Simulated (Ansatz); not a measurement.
The cluster InGa5, 6 atoms. Hardware: 4 threads of Arm Neoverse V2 on a shared host.

In the def2 sets In takes a core potential; there is no spin–orbit coupling. Correlated methods freeze 49 core orbitals; core or outer-core shells of Ga, In are correlated, in sets that lack core-valence functions.

Problem. How many basis functions does each of these Ansatz runs have, and roughly what does it cost? B2PLYP/def2-SVP, charge 1 doublet at the geometry of the charge 0 singlet, energy, from earlier orbitals; r2SCAN-D4/def2-SVP, charge 0 triplet at the geometry of the charge 0 singlet, energy, from earlier orbitals; PBE0-D4/def2-SVP, charge -1 doublet at the geometry of the charge 0 singlet, energy; r2SCAN-D4/def2-TZVP, charge 0 singlet, energy, from earlier orbitals; r2SCAN0-D4/def2-TZVP, charge 0 singlet, energy, from earlier orbitals; PBE-D4/def2-SVP, charge 1 doublet at the geometry of the charge 0 singlet, energy, from earlier orbitals; PBE0-D4/def2-TZVP, charge 0 singlet, energy, from earlier orbitals; RPA@PBE/def2-TZVP, charge 0 singlet, energy, from earlier orbitals; PBE0-D4/def2-TZVPD, charge 0 singlet, energy, from earlier orbitals; PBE-D4/def2-SVP, charge -1 doublet at the geometry of the charge 0 singlet, energy, from earlier orbitals; PBE-D4/def2-TZVP, charge 0 singlet, energy, from earlier orbitals; BHLYP-D4/def2-TZVP, charge 0 singlet, energy, from earlier orbitals.

Solution. Other jobs shared the machine, so times can vary by a factor of up to 3. A dash marks memory too small to be measured apart from the calling script's.

```tsv
run	functions	fitting or Cholesky vectors	wall time	peak host memory (GiB)
PBE-D4/def2-TZVP, charge 0 singlet, energy, from earlier orbitals	290	2228	7 s	0.74
PBE-D4/def2-SVP, charge -1 doublet at the geometry of the charge 0 singlet, energy, from earlier orbitals	186	2091	7.5 s	–
PBE-D4/def2-SVP, charge 1 doublet at the geometry of the charge 0 singlet, energy, from earlier orbitals	186	2091	8.5 s	–
r2SCAN-D4/def2-TZVP, charge 0 singlet, energy, from earlier orbitals	290	2228	17 s	0.79
r2SCAN-D4/def2-SVP, charge 0 triplet at the geometry of the charge 0 singlet, energy, from earlier orbitals	186	2091	20 s	–
PBE0-D4/def2-SVP, charge -1 doublet at the geometry of the charge 0 singlet, energy	186	1934	21 s	1.4
RPA@PBE/def2-TZVP, charge 0 singlet, energy, from earlier orbitals	290	2115	21 s	1.2
PBE0-D4/def2-TZVPD, charge 0 singlet, energy, from earlier orbitals	326	2240	27 s	1.7
BHLYP-D4/def2-TZVP, charge 0 singlet, energy, from earlier orbitals	290	2790	27 s	1.9
PBE0-D4/def2-TZVP, charge 0 singlet, energy, from earlier orbitals	290	2546	27 s	1.8
r2SCAN0-D4/def2-TZVP, charge 0 singlet, energy, from earlier orbitals	290	2546	30 s	1.9
B2PLYP/def2-SVP, charge 1 doublet at the geometry of the charge 0 singlet, energy, from earlier orbitals	186	1934	32 s	1.3
```
